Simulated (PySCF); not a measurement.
## Shapes and spin states of H2IrS

Method: PySCF, PBE0, basis Ir def2-TZVP with ECP60, S def2-TZVP, H def2-TZVP (scalar-relativistic core potentials, no spin–orbit coupling, density fitting).

Relaxations began from a few typed shapes and spin states; open shells are unrestricted. The search is not exhaustive: other isomers or separated fragments can lie lower, and high-lying points may rest on an excited occupation.

Order these stationary points by electronic energy, lowest first, in kJ/mol from the lowest minimum.
A. quartet Cs: Ir–H 1.541 Å, Ir–H 1.655 Å, Ir–S 2.169 Å; H–Ir–H 74.5°, H–Ir–S 96.5°, H–Ir–S 171.0°
B. doublet Cs: Ir–H 1.549 Å (×2), Ir–S 2.073 Å; H–Ir–H 99.6°, H–Ir–S 101.3° (×2)
C. quartet C2v: Ir–H 1.598 Å (×2), Ir–S 2.123 Å; H–Ir–H 102.6°, H–Ir–S 128.7° (×2)
D. quartet Cs: Ir–H 1.570 Å (×2), Ir–S 2.115 Å; H–Ir–H 81.2°, H–Ir–S 111.3° (×2)
E. doublet C2v: Ir–H 1.593 Å (×2), Ir–S 2.017 Å; H–Ir–H 133.3°, H–Ir–S 113.4° (×2)
F. doublet C1: Ir–H 1.540 Å (×2), Ir–S 2.079 Å; H–Ir–H 78.2°, H–Ir–S 99.7°, H–Ir–S 102.8°
G. sextet C2v: Ir–H 1.649 Å (×2), Ir–S 2.244 Å; H–Ir–H 150.5°, H–Ir–S 75.2° (×2)
H. sextet Cs: Ir–H 1.655 Å (×2), Ir–S 2.200 Å; H–Ir–H 139.0°, H–Ir–S 95.9° (×2)

F (0.0), B (1.5), E (38.7), D (72.5), C (87.8), A (90.9), H (286.2), G (307.9).

Which of them are minima?

By energy in kJ/mol, 0.0: minimum; 1.5: minimum; 38.7: saddle point, 1 imaginary mode; 72.5: minimum; 87.8: minimum; 90.9: minimum; 286.2: minimum; 307.9: saddle point, 1 imaginary mode.

For the lowest minimum: with open d or f shells other occupations or spin states may lie lower. No spin–orbit coupling is included, which matters more the heavier the element.
